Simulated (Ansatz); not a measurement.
**Two structures, one formula**

The two ends of one reaction step of Si3N2H11ClF, doublet (PBE0-D4/def2-TZVP).

A:

Si1  (0.189, -0.868, 1.315)
N2  (1.620, -0.192, 0.514)
Si3  (1.653, -0.214, -1.257)
N4  (-1.160, -0.276, 0.446)
Si5  (-2.506, -1.160, -0.202)
H6  (0.173, -2.359, 1.200)
H7  (0.156, 2.946, 0.690)
Cl8  (-1.078, 3.182, 0.325)
H9  (1.672, 1.340, 0.898)
F10  (1.675, 2.302, 1.109)
H11  (2.489, -0.514, 0.929)
H12  (0.856, 0.923, -1.764)
H13  (1.104, -1.490, -1.782)
H14  (3.075, -0.077, -1.662)
H15  (-1.255, 0.737, 0.412)
H16  (-2.234, -2.601, 0.022)
H17  (-2.649, -0.899, -1.659)
H18  (-3.779, -0.780, 0.464)
(Å)

B:

```tsv
atom	x (Å)	y (Å)	z (Å)
Si1	-0.2686	0.0029	1.3598
N2	1.3944	0.0851	0.3748
Si3	1.1768	0.2121	-1.4238
N4	-1.4882	-0.1455	0.1435
Si5	-2.2819	-1.6318	-0.2701
H6	-0.0847	-1.4964	1.6336
H7	1.5658	2.7138	1.3331
Cl8	-0.3605	2.3900	1.2609
H9	1.9614	0.8802	0.7026
F10	2.5002	2.5309	1.2240
H11	1.9075	-0.7642	0.6023
H12	0.3380	1.3870	-1.7088
H13	0.6061	-1.0693	-1.8823
H14	2.5445	0.3881	-1.9701
H15	-1.9428	0.7116	-0.1382
H16	-2.9009	-2.3041	0.9026
H17	-1.3212	-2.5849	-0.8870
H18	-3.3457	-1.3058	-1.2570
```

Computed with Ansatz 0.2.0 (basis: def2-TZVPP); correlated methods freeze the cores; orbitals are unrestricted. B3LYP uses VWN-RPA correlation.

(1) Which structure is lower at CCSD(T), and by how much? (Judge from chemistry; the value comes from the calculation.)

The T1 diagnostic stays at or below 0.013. ⟨S²⟩ of the unrestricted Hartree–Fock references: 0.75 to 0.76 (a pure state has 0.75).

## Answers

(1) By the calculation: B, by 5.84 kcal/mol (electronic energy, against the other). By their contacts, A is a complex of Si₃N₂H₉ ([SiH3][NH][SiH][NH][SiH3]) + HCl + HF and B is a complex of Si₃N₂H₁₀Cl ([SiH3][NH][SiH]([Cl])[NH2][SiH3]) + HF.

All methods give the same order:

```csv
method,E(B) − E(A) (kcal/mol)
SPW92,-11.32
PBE-D4,-8.07
BLYP-D4,-5.50
r2SCAN-D4,-8.00
B97M-V,-9.08
PBE0-D4,-8.32
B3LYP-D4,-5.87
r2SCAN0-D4,-8.38
BHLYP-D4,-6.19
CAM-B3LYP-D4,-5.28
wB97X-V,-7.61
wB97M-V,-9.44
B2PLYP,-5.28
PBE-QIDH,-7.88
RPA on PBE,-5.25
HF,-1.18
MP2,-6.06
CCSD,-5.15
CCSD(T),-5.84
```

Labels in which every atom is bracketed show which atoms are joined, not bond orders.

For scale, one of the runs: CCSD(T)/def2-TZVPP, 415 basis functions, launched by `ansatz run in.yaml --threads 4 --pin off --events-out ev --progress --plain --max-ram 66560MiB --backend cuda --devices 0, --max-vram 37GiB`. Hardware: 4 CPU threads of an AMD EPYC 7R13 and a share of one NVIDIA H100, shared host. Wall time 2.3 min; peak host memory 1.9 GiB.
